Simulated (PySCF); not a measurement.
HI, SMILES I (connectivity only; charge and spin as stated), charge +1, multiplicity 2.

Coordinates come from a PBE0-D3(BJ)/def2-TZVPD optimisation. The multiplicity is an assumed one; other spin states were not compared. The def2 effective core potentials stand for the cores of I; spin–orbit coupling is left out.

These are CAM-B3LYP/def2-TZVPD (PySCF) values and carry that method's errors.

Isolated molecule, no solvent.

| Property | Result |
|---|---|
| total energy | -297.92030 hartree |
| point group | C∞v |
| α spin, highest occupied and lowest empty level | -17.32 and -6.93 eV |
| β spin, highest occupied and lowest empty level | -17.00 and -12.06 eV |
| dipole moment about the centre of nuclear charge | 1.03 D |
| ⟨S²⟩ | 0.753 (pure state 0.75) |
